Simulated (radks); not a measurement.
Mo III, 40 electrons, occupied as [Kr] 4d3 5d1 (not the ground configuration). Method: scalar-relativistic Kohn-Sham, LDA (Slater exchange, Perdew-Wang correlation), spin-polarised, spherical densities, point nucleus; open shells are filled with parallel spins first (spin-orbit coupling, left out, can overturn this in heavy ions); computed with a radial shooting solver on a logarithmic mesh with Libxc functionals.

Unscreened Slater integrals over Kohn-Sham orbitals (hartree). They are taken over the spin-up orbitals. Empty in this configuration: 5s.

\begin{tabular}{lr}
integral & value \\ \hline
F0(5d,5d) & 0.19072 \\
F2(5d,5d) & 0.10284 \\
F4(5d,5d) & 0.070132 \\
F0(5d,4d) & 0.24477 \\
F2(5d,4d) & 0.055928 \\
F4(5d,4d) & 0.025471 \\
G0(5d,4d) & 0.016086 \\
G2(5d,4d) & 0.019121 \\
G4(5d,4d) & 0.015254 \\
F0(5d,4p) & 0.25249 \\
F2(5d,4p) & 0.045618 \\
G1(5d,4p) & 0.028034 \\
G3(5d,4p) & 0.019382 \\
F0(5d,4s) & 0.25489 \\
G2(5d,4s) & 0.024804 \\
F0(5d,5s) & 0.22653 \\
G2(5d,5s) & 0.051485 \\
F0(4d,4d) & 0.55676 \\
F2(4d,4d) & 0.28092 \\
F4(4d,4d) & 0.18399 \\
F0(4d,4p) & 0.62936 \\
F2(4d,4p) & 0.30807 \\
G1(4d,4p) & 0.38304 \\
G3(4d,4p) & 0.23377 \\
F0(4d,4s) & 0.65021 \\
G2(4d,4s) & 0.27448 \\
F0(4d,5s) & 0.38545 \\
G2(4d,5s) & 0.079056 \\
F0(4p,4p) & 0.74119 \\
F2(4p,4p) & 0.38972 \\
F0(4p,4s) & 0.77675 \\
G1(4p,4s) & 0.52641 \\
F0(4p,5s) & 0.40427 \\
G1(4p,5s) & 0.033080 \\
F0(4s,4s) & 0.81874 \\
F0(4s,5s) & 0.40938 \\
G0(4s,5s) & 0.021674 \\
F0(5s,5s) & 0.32570 \\
\end{tabular}

Derived for the open shells (J is the average intra-shell exchange parameter used in DFT+U). 4d: Racah B = F2/49 - 5 F4/441 = 0.003647 hartree, C = 35 F4/441 = 0.01460 hartree, C/B = 4.00, F4/F2 = 0.655, J = (F2 + F4)/14 = 0.03321 hartree. 5d: Racah B = F2/49 - 5 F4/441 = 0.001304 hartree, C = 35 F4/441 = 0.005566 hartree, C/B = 4.27, F4/F2 = 0.682, J = (F2 + F4)/14 = 0.01236 hartree.
